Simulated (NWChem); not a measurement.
# C2H6N cation; SMILES C=[NH+]C

Computed with NWChem. Coordinates come from a PBE0/def2-SVP optimisation. Static field.

**Question.** Estimate the computed values for BHandHLYP/aug-cc-pVDZ. Quantities: isotropic polarisability (bohr³); anisotropy (bohr³).

**Answer.** The isotropic polarisability (bohr³) is 29.6 and the anisotropy (bohr³) is 15.3.
